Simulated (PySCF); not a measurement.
Working out the excitation energy of Al

Al [Ne] 3s2 3p1 (2P) → Al [Ne] 3s1 3p2 (4P). Calculation: PySCF 2.14, in aug-cc-pwCVDZ (6s5p3d, 36 functions); the non-relativistic Hamiltonian (point nucleus). Frozen: nothing. Energies in hartree (1 hartree = 27.21139 eV):

```tsv
part	Al (lower)	Al (upper)
UHF	-241.874277	-241.785522
MP2 opposite-spin	-0.120801	-0.088439
MP2 same-spin	-0.041315	-0.043863
```

Task: What does Hartree-Fock give?

Result: (-241.785522) − (-241.874277) = 0.088755 hartree = 2.415 eV.

Task: What do MP2 and SCS-MP2 (6/5 opposite-spin, 1/3 same-spin) give?

Result: The opposite-spin parts differ by 0.881 eV and the same-spin parts by -0.069 eV. MP2: 2.415 + (0.881) + (-0.069) = 3.227 eV. SCS-MP2: 2.415 + 1.2 × (0.881) + (-0.069)/3 = 3.449 eV.

Measured between the centres of the two terms (NIST): 3.598 eV, so MP2 (all electrons) is off by -0.371 eV.

A double-zeta basis recovers only part of the correlation energy.

What remains against the reference includes basis incompleteness and correlation beyond second order.
